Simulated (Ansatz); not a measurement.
```xyz
13

C     1.1482    1.3245    0.7371
C    -0.3766    1.3635    0.6467
Al   -1.2068   -0.2011   -0.1730
Si   -0.0374   -2.1477   -1.0979
Cl   -3.3162   -0.2551   -0.2576
H     1.5533    2.2278    1.2020
H     1.6117    1.2335   -0.2490
H     1.4985    0.4742    1.3290
H    -0.7090    2.2442    0.0820
H    -0.8227    1.4887    1.6416
H     0.0156   -3.2398   -0.0830
H     1.3690   -1.8279   -1.4751
H    -0.7277   -2.6848   -2.3029
```

Total charge 0; spin multiplicity 1.

Task: List the ωB97M-V/def2-TZVPP orbital energies in eV (Ansatz). (Estimate.)

Result: Computed: Occupied: -2771.47, -1806.64, -1532.66, -281.41, -281.11, -261.88, -199.31, -199.26, -199.23, -147.77, -117.22, -101.88, -101.88, -101.87, -76.88, -76.74, -76.66, -25.14, -23.89, -19.92, -17.70, -15.00, -14.70, -13.79, -12.96, -12.31, -12.08, -12.06, -11.59, -11.57, -10.99, -9.37. Lowest empty: 0.02, 1.30, 1.72, 2.80, 2.93, 3.09, 3.44, 4.01.
